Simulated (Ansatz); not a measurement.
System: fluoro(trihydroxy)silane, sum formula H3SiO3F, charge 0, multiplicity 1. 
Coordinates optimised at B3LYP-D3(BJ)/def2-TZVP (Ansatz, a first-principles code):
```
Si
F 1 1.6004
O 1 1.6232 2 109.05
H 3 0.9601 1 119.16 2 59.48
O 1 1.6232 2 109.05 3 120.00
H 5 0.9601 1 119.16 2 59.48
O 1 1.6232 2 109.05 5 120.00
H 7 0.9601 1 119.16 2 59.48
```

Basis-set convergence of Hartree-Fock and CCSD(T) correlation energies (hartree) with Ansatz. Correlated levels leave the core frozen unless marked. Spin-orbit coupling is left out. No relativistic terms.

| basis | functions | E(HF) | E(corr, CCSD(T)) |
|---|---|---|---|
| cc-pV(D+d)Z | 94 | -614.95399 | -0.87052 |
| cc-pV(T+d)Z | 201 | -615.11142 | -1.12920 |
| cc-pV(Q+d)Z | 374 | -615.14551 | -1.21901 |
| cc-pV(5+d)Z | 629 | -615.15338 | -1.25142 |

Extrapolating the two largest sets (X = 4 and 5) as X^-3: E(corr) = (125·(-1.25142) - 64·(-1.21901))/61 = -1.2854 Eh, an estimate of the basis-set limit. The largest set recovers 97.4 % of it, the smallest 67.7 %.
